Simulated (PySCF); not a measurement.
**Radial density of Ga²⁺ (gallium, charge +2)**

B97-3, [Ar] 3d9 4s1 4p1, one real determinant (an excited configuration). All numbers are calculated (PySCF 2.14, scalar relativity by spin-free X2C-1e, in x2c-TZVPPall with one added diffuse shell each of s, p, d type (7s6p5d1f, 57 functions)).

```csv
r (bohr),4πr²ρ (e/bohr),4πr²(ρα − ρβ)
0.000769,0.2374,0.0002
0.00129,0.5916,0.0004
0.00217,1.465,0.0011
0.00366,3.518,0.0025
0.00615,7.959,0.0056
0.0104,16.32,0.0110
0.0174,28.42,0.0179
0.0293,37.61,0.0202
0.0493,34.47,0.0165
0.0828,31.22,0.0497
0.139,43.29,0.1654
0.234,31.18,0.4291
0.394,22.01,1.2997
0.663,23.77,1.2792
1.12,6.807,0.7670
1.88,1.570,1.1689
3.16,0.3806,0.3740
5.31,0.006902,0.0069
8.93,2.435e-05,0.0000
```

Densities and radii are taken from the X2C orbitals without a picture-change correction, which distorts them close to the nucleus.

⟨L²⟩ = 8.01 against 12 for a pure F term, so this real determinant mixes terms.
